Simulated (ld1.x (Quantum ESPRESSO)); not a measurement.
Results of a calculation; reference values are marked as such.
Potentials for chlorine compared

Generated with ld1.x 7.5 (TM, RRKJ, ultrasoft, PAW), atompaw 4.2 or ONCVPSP 4.0.1. The cutoff is in Ry: for ld1.x and atompaw files where the sum of valence levels is converged to 10 mRy in a Bessel basis, for ONCV files where the hardest occupied wave has 1 mHa per electron of residual kinetic energy. The error is the largest all-electron minus pseudo excitation energy over each file’s own four to seven test configurations (ionisations up to +4, promotions, holes and added fractions of an electron), all of which were solved. The labels leave out finer settings (local radius, basis sizes, second energies), which also bear on the numbers. Spin-polarised tests are not counted. The rows are a selection from randomly drawn settings: files with unsolved tests, undetermined cutoffs or missed reference levels are left out.

A true bound ghost makes a file unfit for plane-wave use even where its test errors are small: the radial tests pick states by their node count and pass the ghost by.

```csv
potential,cutoff (Ry),largest error (meV),bound ghosts
"RRKJ, PBE, non-relativistic, rc 1.00/1.50 (sp), local s, core correction no, reference 3s2 3p5",110,+326,none
"TM, revPBE, non-relativistic, rc 0.95/1.15/1.05 (spd), local s, core correction yes, reference 3s1 3p6",90,+105,none
"PAW, PBE, scalar-relativistic, rc 1.10/1.45/1.15 (spd), local smoothed, core correction yes, reference 3s2 3p4.5",35,-71,none
"PAW, LDA (PZ), non-relativistic, rc 1.25/1.00/1.40 (spd), local smoothed, core correction yes, reference 3s1.75 3p5.25",55,-31,p
"PAW, Wu–Cohen, scalar-relativistic, rc 1.40/1.45/1.40 (spd), local smoothed, core correction yes, reference 3s1.75 3p5.25",25,-81,none
"TM, PBE, scalar-relativistic, rc 0.95/1.00 (sp), local p, core correction no, reference 3s2 3p4.75",140,+30,none
```

(1) Fill in the row for Cl: TM, PBE, non-relativistic, rc 1.40/1.15/1.10 (spd), local s, core correction yes, reference 3s1.75 3p5.25.

Results:

(1) cutoff 70 Ry, largest error +85 meV, bound ghosts: none.
